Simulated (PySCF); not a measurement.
A calculated (M06-L, PySCF 2.14, aug-cc-pVDZ, no relativity, point nucleus) atom or ion has these occupied shells.

| shell | electrons | orbital energy (eV) | rms radius, mean of both spins (bohr) |
| --- | --- | --- | --- |
| 1s α | 1 | -6963.4 | 0.0685 |
| 1s β | 1 | -6963.3 | 0.0685 |
| 2s α | 1 | -826.65 | 0.292 |
| 2s β | 1 | -822.93 | 0.292 |
| 2p α | 3 | -711.44 | 0.262 |
| 2p β | 3 | -708.70 | 0.262 |
| 3s α | 1 | -106.48 | 0.873 |
| 3s β | 1 | -98.414 | 0.873 |
| 3p α | 3 | -71.997 | 0.927 |
| 3p β | 3 | -64.088 | 0.927 |
| 3d α | 5 | -16.834 | 1.14 |
| 4s α | 1 | -7.833 | 2.99 |
| 4s β | 1 | -6.323 | 2.99 |
| 4p α | 1 | -2.867 | 3.80 |

Question: Name the element and its charge.

Answer: Fe (iron, neutral), in [Ar] 3d5 4s2 4p1, high-spin 7P determinant (an excited configuration).
